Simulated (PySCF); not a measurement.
## Computed vibrations of [Hg(H2O)2]2+

[Hg(H2O)2]2+ (singlet). PySCF 2.14.0, RKS PBE0, Hg def2-SVP with ECP60, O def2-SVP, H def2-SVP; non-relativistic Hamiltonian with scalar-relativistic core potentials where named; density fitting; no spin-orbit coupling. Central differences of gradients.

```xyz
7

Hg    0.0000    0.0000    0.0000
O     0.0000    0.0000    2.0472
H     0.5698    0.5698    2.6058
H    -0.5698   -0.5698    2.6058
O     0.0000    0.0000   -2.0472
H     0.5698   -0.5698   -2.6058
H    -0.5698    0.5698   -2.6058
```

Run from Python with OMP_NUM_THREADS=2. Where DIIS fails, smearing, a level shift and second-order steps follow.
It took 12 s on 2 threads of AMD EPYC 9B45 (Zen 5) (shared host).

**Question.** What are the harmonic wavenumbers and infrared intensities?

**Answer.** Modes are labelled in D2d; negative numbers are unstable modes, those under 60 cm⁻¹ near the noise; a finer grid moves soft modes by up to 10 cm⁻¹.
```csv
cm⁻¹,km/mol,symmetry
116,24.6,e
116,24.6,e
133,0.0,b1
176,360.2,e
176,360.2,e
456,0.0,a1
530,5.4,b2
774,54.5,e
774,54.5,e
1602,117.0,b2
1607,0.0,a1
3638,1072.8,b2
3653,0.0,a1
3732,515.0,e
3732,515.0,e
```

**Question.** Is this a minimum?

**Answer.** Yes. Ideal gas at 298.15 K and 1 bar: S = 326.5 J/(mol K), Cp = 90.0 J/(mol K), H − H(0 K) = 20.2 kJ/mol (rigid rotor, harmonic modes, spin degeneracy alone).
